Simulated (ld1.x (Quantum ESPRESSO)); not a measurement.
## What the settings do to the TM potential of tin (Sn)

Base potential:

ld1.x (Quantum ESPRESSO) 7.5 input, shortened:

```
&input
   title='Sn', zed=50., rel=1, dft='BP', iswitch=3,
   config='[Kr] 4d10 5s2 5p2'
 /
 &inputp
   pseudotype=2, tm=.true., lloc=2,
   nlcc=.true., new_core_ps=.true., rcore=0.90
 /
3
5S  1  0   2.00   0.00  2.15  2.15  0.0
5P  2  1   2.00   0.00  2.75  2.75  0.0
4D  3  2  10.00   0.00  0.95  0.95  0.0
 &test
   configts(1)='4d10 5s2 5p2'
 /
```

All-electron outer shells of the reference configuration (BP86, scalar-relativistic, ld1.x):

```
shell  level (eV)  outermost node (bohr)  outermost maximum (bohr)
   4s     -134.02                   0.40                      0.74
   4p      -89.78                   0.41                      0.79
   4d      -25.92                   0.39                      0.88
   5s      -10.71                   0.98                      2.01
   5p       -3.84                   1.09                      2.55
```

Cutoffs, loose and tight: the cutoffs (Ry, on a coarse ladder) from which the occupation-weighted sum of valence levels, in a spherical-Bessel basis at the reference potential, stays within 10 and 1 mRy of its value at 400 Ry. They do not see the model core or the augmentation charge, which bear on the density cutoff. Test errors are all-electron minus pseudo excitation energies from the reference, over the configurations 4d10 5s2 5p1; 4d10 5s2 5p0; 4d10 5s1 5p0; 4d10 5s1 5p3; 4d10 5s0 5p0; 4d10 5s0 5p4; 4d9 5s2 5p3. A dash means not determined; rows that change the core or the reference have their own tests.

A true bound ghost makes a file unfit for plane-wave use even where its test errors are small: the radial tests pick states by their node count and pass the ghost by.

On the changes marked as counting shells twice: ld1.x takes every shell without a wave as core, so the model core holds the marked electrons as well and exchange and correlation see them twice. This cancels in the reference configuration, but the file is broken for other ones, and its errors say nothing about a proper core correction.

| change | outcome | cutoff, loose | cutoff, tight | bound ghosts | largest test error (meV) |
| --- | --- | --- | --- | --- | --- |
| base | generated | 120 Ry | 160 Ry | s, p | -215 |
| wave 5p (bound): rc 2.75 bohr becomes 5p (bound): rc 2.42 bohr | generated | 120 Ry | 160 Ry | s, p | -233 |
| core correction Bessel-smoothed model core inside 0.46 bohr | generated | 120 Ry | 160 Ry | s, p | -215 |
| wave 5s (bound): rc 2.15 bohr becomes 5s (bound): rc 2.20 bohr | generated | 120 Ry | 160 Ry | s, p | -212 |
| functional PW91 | generated | 120 Ry | 180 Ry | s, p | -216 |
| reference 4d10 5s2 5p1 | generated | 120 Ry | 160 Ry | s, p | -263 |
| functional BLYP | generated | 120 Ry | 160 Ry | s, p | -211 |
| wave 5s (bound): rc 2.15 bohr becomes 5s (bound): rc 1.64 bohr | generated | 120 Ry | 180 Ry | s, p | -202 |
| core [Ar] 3d10 4s2, valence charge 20; reference 4p6 4d10 5s2 5p1.5; waves now 4p (bound): rc 1.20 bohr; 4d (bound): rc 1.65 bohr; 5s (bound): rc 1.90 bohr; local potential the s channel; core correction a·sin(br)/r model core inside 1.15 bohr (5p counted twice) | generated, misses its reference levels by 1.54 eV | 100 Ry | 160 Ry | none | -4448 over the solved tests; 1 of 7 tests not solved or not reliable |

Question: What comes out with this change to the base: wave 4d (bound): rc 0.95 bohr becomes 4d (bound): rc 1.06 bohr?

Answer: outcome: generated; cutoff, loose: 100 Ry; cutoff, tight: 140 Ry; bound ghosts: s, p; largest test error (meV): -224.

Question: What comes out with this change to the base: all radii but the core radius scaled by about 1.23 (s 2.64, p 3.38, d 1.16 bohr)?

Answer: outcome: generated; cutoff, loose: 100 Ry; cutoff, tight: 160 Ry; bound ghosts: s, p; largest test error (meV): -263.

Question: What comes out with this change to the base: local potential the p channel?

Answer: outcome: generated; cutoff, loose: 120 Ry; cutoff, tight: 180 Ry; bound ghosts: none; largest test error (meV): -323.
